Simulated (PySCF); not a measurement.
Sn(Me)(Cl)2 (CH3Cl2Sn), SMILES [CH3][Sn+]([Cl])[Cl], charge +1. Heavy atoms are numbered as in [Sn+:1]([CH3:2])([Cl:6])[Cl:7]. Hydrogens are named by the atom that carries them.

Geometry: B3LYP-D3(BJ)/def2-SVP. The spin state was assumed, not searched. The isomer is the one that the SMILES or the coordinates give; other isomers of the formula were not compared. The def2 effective core potentials stand for the cores of Sn; spin–orbit coupling is left out.

Calculation: PBE0/def2-TZVP in PySCF.

ESP charges are fitted to the potential on shells at 1.4 to 2.0 van der Waals radii. Atomic charges (e), one atom of each kind:

```tsv
atom	ESP fit	Mulliken
Sn1	0.74	1.09
C2 (CH3)	-0.38	-0.48
H on C2	0.21	0.22
Cl6	0.01	-0.13
```
